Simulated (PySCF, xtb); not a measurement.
CF2I, SMILES F[C](F)I (connectivity only; charge and spin as stated), charge +1, multiplicity 1.

Harmonic wavenumbers (cm⁻¹) from xtb 6.7.1 with GFN2-xTB at its own minimum, in rising order: 280, 348, 475, 646, 1304, 1421.

Problem. What does PBE0-D3(BJ)/def2-SVP (PySCF) give at its own minimum? (The exact figures need the calculation; the answer reports its results.)

Solution. 313, 363, 581, 735, 1398, 1551. Paired by order, the mean absolute difference is 78 cm⁻¹ and the zero-point energies are 6.4 and 7.1 kcal/mol.
